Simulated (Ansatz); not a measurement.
Molecule: C$_{4}$H$_{5}$GeS, charge 0, multiplicity 2. It need not be the lowest isomer of its formula. SMILES: [GeH2][c]1cccs1
Coordinates optimised at B3LYP-D3(BJ)/def2-TZVP (Ansatz, an electronic-structure program):
```xyz
11

Ge     1.7497    -0.2844     0.1811
C     -0.1504    -0.1331    -0.1205
C     -0.9964    -1.1009    -0.6238
C     -2.3584    -0.7167    -0.6302
C     -2.5520     0.5374    -0.1167
S     -1.0697     1.2500     0.3689
H      2.3471    -1.2167    -0.8988
H      2.4054     1.1153     0.1478
H     -0.6436    -2.0575    -0.9835
H     -3.1608    -1.3374    -1.0023
H     -3.4798     1.0762    -0.0138
```
Charge 0, spin multiplicity 2.

Parts of the frozen-core correlation energy in def2-TZVPP (Ansatz, hartree). Frozen orbitals: 23; correlated occupied orbitals by spin: 16 and 15; virtual: 245 and 246. UHF or UKS for open shells. No spin-orbit coupling. Non-relativistic.

| term | value |
|---|---|
| reference (HF) | -2627.30037 |
| MP2 opposite-spin | -0.66641 |
| MP2 same-spin | -0.22009 |
| CCSD correlation | -0.93855 |
| (T) | -0.05214 |
| T1 diagnostic | 0.035 |
| largest doubles amplitude | 0.052 |
| <S^2> of the reference | 1.027 |
